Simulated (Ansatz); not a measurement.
Relaxation of a periodic cell of 17 atoms, LiNb$_{16}$ (host Nb, host structure bcc, interstitial Li), to a largest force component of 0.08 eV/Å in at most 25 steps.

Theory: DFT PBE, scalar-relativistic, plane waves, PAW (Ansatz 0.2.0). Settings: accuracy low, cutoff 420 eV, k mesh 3x3x3, fermi-dirac smearing 0.15 eV, no spin polarisation.

```xyz
17
Lattice="6.6000 0.0000 0.0000 0.0000 6.6000 0.0000 0.0000 0.0000 6.6000" Properties=species:S:1:pos:R:3:forces:R:3
Nb 0.000 0.000 0.000 -0.07 0.02 0.01
Nb 3.300 0.000 0.000 0.02 -0.03 0.01
Nb 0.000 3.300 0.000 -5.63 -2.86 0.08
Nb 0.000 0.000 3.300 0.09 -0.14 0.00
Nb 1.650 1.650 1.650 0.02 0.04 0.03
Nb 3.300 3.300 0.000 4.68 -2.25 0.06
Nb 3.300 0.000 3.300 -0.07 -0.14 0.00
Nb 4.950 1.650 1.650 0.00 0.14 -0.07
Nb 0.000 3.300 3.300 -0.15 -0.10 0.00
Nb 1.650 4.950 1.650 0.15 2.40 5.13
Nb 1.650 1.650 4.950 0.02 0.02 -0.04
Nb 3.300 3.300 3.300 0.13 -0.08 0.00
Nb 4.950 4.950 1.650 0.00 0.09 0.13
Nb 4.950 1.650 4.950 0.00 0.14 0.08
Nb 1.650 4.950 4.950 0.16 2.68 -5.60
Nb 4.950 4.950 4.950 0.01 0.09 -0.14
Li 1.599 4.144 -0.024 0.64 -0.01 0.33
```

Where does it end, and by what steps?

The forces met the threshold. The threshold is loose, so the end isn't yet a minimum. Limits of this set-up: coarse k mesh, low accuracy level. After 4 steps the energy has fallen by 3.174 eV; Nb3 moved furthest, 0.30 Å.

```
step  energy less start (eV)  largest force component (eV/Å)  accepted
   0                  0.0000                           5.633       yes
   1                 -2.1791                           2.424       yes
   2                 -2.9380                           0.940       yes
   3                 -3.1607                           0.198       yes
   4                 -3.1743                           0.019       yes
```

```xyz
17
Lattice="6.6000 0.0000 0.0000 0.0000 6.6000 0.0000 0.0000 0.0000 6.6000" Properties=species:S:1:pos:R:3
Nb 0.022 -0.060 -0.001
Nb 3.272 -0.060 -0.001
Nb -0.248 3.125 -0.001
Nb -0.032 0.083 3.298
Nb 1.647 1.712 1.624
Nb 3.539 3.129 -0.001
Nb 3.328 0.083 3.298
Nb 4.946 1.569 1.679
Nb -0.013 3.336 3.299
Nb 1.649 5.124 1.891
Nb 1.647 1.712 4.973
Nb 3.309 3.337 3.299
Nb 4.948 4.916 1.660
Nb 4.947 1.569 4.919
Nb 1.649 5.127 4.705
Nb 4.948 4.916 4.938
Li 1.642 4.125 -0.004
```

Whether the end is a true minimum wasn't checked by a vibrational analysis.

Time of the run: 38 s on 4 threads of Intel(R) Xeon(R) Platinum 8488C (Sapphire Rapids), with other jobs on the host, peak memory 1.2 GiB.
